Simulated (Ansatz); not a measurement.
`C[Se][GaH][Cl]` + H₂ → `C[Se][GaH2]` + HCl at 298.15 K and 1 bar (hydrogenolysis of a Ga–Cl bond).

Program: Ansatz. Geometries: PBE0-D4/def2-TZVP. ΔE: electronic, gas phase. CCSD(T)/CBS adds triple-zeta CCSD(T) − MP2 to the extrapolated MP2 energy (def2 sets, frozen cores). This one scheme is used for every species. For Ga, Se outer-core shells are correlated without core-valence functions, which leaves a few kJ/mol of doubt a bond. Scalar relativity is left out up to krypton. Each species was taken in one conformer, which may not be the lowest.

```json
{"species": "`C[Se][GaH][Cl]`", "CCSD(T)/CBS energy (Eh)": "-4824.97287", "H − E (kJ/mol)": "143.1", "S (J/(mol·K))": "374.1"}
{"species": "H₂", "CCSD(T)/CBS energy (Eh)": "-1.17544", "H − E (kJ/mol)": "35.1", "S (J/(mol·K))": "130.4"}
{"species": "`C[Se][GaH2]`", "CCSD(T)/CBS energy (Eh)": "-4365.72567", "H − E (kJ/mol)": "153.6", "S (J/(mol·K))": "336.2"}
{"species": "HCl", "CCSD(T)/CBS energy (Eh)": "-460.38127", "H − E (kJ/mol)": "26.6", "S (J/(mol·K))": "186.8"}
```

H − E and S are ideal-gas, rigid-rotor, harmonic terms from PBE0-D4/def2-TZVP, for one conformer and one mirror image of each species. The MP2-based limit puts H₂ 0.8 mEh under its directly extrapolated value; such offsets cancel only in part. 1 Eh = 2625.50 kJ/mol, R = 8.31446 J/(mol·K).

Task: By hand: ΔE, ΔH, ΔS and ΔG.

Result: ΔE = (-4365.72567) + (-460.38127) − (-4824.97287) − (-1.17544) = 0.04137 Eh = 108.6 kJ/mol. Δ(H − E) = 153.6 + 26.6 − 143.1 − 35.1 = 2.0, so ΔH = 110.6 kJ/mol. ΔS = 336.2 + 186.8 − 374.1 − 130.4 = 18.5 J/(mol·K). ΔG = 110.6 − 298.15 × (18.5)/1000 = 105.1 kJ/mol.

Task: By hand: the equilibrium constant, and the temperature at which ΔG would vanish if ΔH and ΔS stayed fixed.

Result: log₁₀ K = −ΔG/(RT ln 10) = -18.4. ΔG = 0 at ΔH/ΔS = 5978 K, far beyond where these terms or the molecules hold.

ΔH outweighs TΔS. A doubt of 5 kJ/mol in ΔE shifts log₁₀ K by 0.9 here. Other conformers and mirror images would add mixing entropy, several J/(mol·K) or more a flexible species. Modes under 60 cm⁻¹, often nearly free rotors, make the harmonic entropy too high. These are equilibria of isolated gas molecules and say nothing of rates. Largest T1 diagnostic: 0.012 (customary marks: 0.02 for closed shells, 0.045 for open ones).
